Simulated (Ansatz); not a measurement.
Compare A (`NC1O[SiH2]1`) with its isomer B (`O=CN[SiH3]`).

Program: Ansatz. Geometries: PBE0-D4/def2-TZVP. ΔE: electronic, gas phase. CBS: MP2 limit from def2 TZ/QZ plus the TZ coupled-cluster correction, frozen cores. Functionals use def2-TZVPP. B3LYP here is the variant with VWN-RPA as its local correlation; programs differ in this. One conformer a species, not always the lowest.

Problem. Which is lower in electronic energy at CCSD(T)/CBS, and by how much? (An estimate is asked.)

Solution. Ansatz gave: B, by 123.5 kJ/mol.

Problem. Give E(B) − E(A) in kJ/mol with BLYP-D4, LDA (SPW92), PBE-D4, B3LYP-D4, B3LYP, B2PLYP, HF/def2-TZVPP. (Estimate.)

Solution. Ansatz gave: BLYP-D4 -136.2, LDA (SPW92) -107.5, PBE-D4 -119.5, B3LYP-D4 -136.9, B3LYP -136.3, B2PLYP -134.3, HF/def2-TZVPP -169.1. None reverses the order clearly.

Problem. Does the order hold for the free energy at 298.15 K (harmonic terms from PBE0-D4)? (Best estimate.)

Solution. Computed: Yes: G(B) − G(A) = -133.9 kJ/mol, for one conformer each.

Largest T1 diagnostic: 0.015.

From BLYP to BHLYP (50 % exact exchange), in def2-TZVPP and without D4, E(B) − E(A) moves by −7.0 kJ/mol. At CCSD(T), def2-SVP lies −40.7 kJ/mol from the extrapolated value and def2-TZVPP −6.0 kJ/mol.
